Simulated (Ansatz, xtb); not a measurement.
Species: ScF (charge 0, singlet). 
Coordinates optimised at B3LYP-D3(BJ)/def2-TZVP (Ansatz, an electronic-structure program):
```xyz
2

Sc     0.0000     0.0000    -0.5379
F      0.0000     0.0000     1.2551
```

Harmonic wavenumbers from GFN2-xTB (xtb, at its own minimum), cm⁻¹: 363.

Problem. Give the harmonic wavenumbers at B3LYP-D3(BJ)/def2-TZVP (Ansatz, finite differences of forces, unscaled).

Solution. 728 cm⁻¹. Zero-point energy 1.0 kcal/mol.

Problem. From these and the geometry, give the ideal-gas thermochemistry at 298.15 K and 1 atm (rigid rotor, harmonic oscillator).

Solution. Point group C∞v, rotational symmetry number 1. Rotational constants 11.77, 11.77 GHz. S(trans) 38.39, S(rot) 14.44, S(vib) 0.27, S(elec, spin only) 0.00, S 53.1 cal/(mol K). H(298) - H(0) 2.14 kcal/mol; G - E(el) -12.7 kcal/mol.
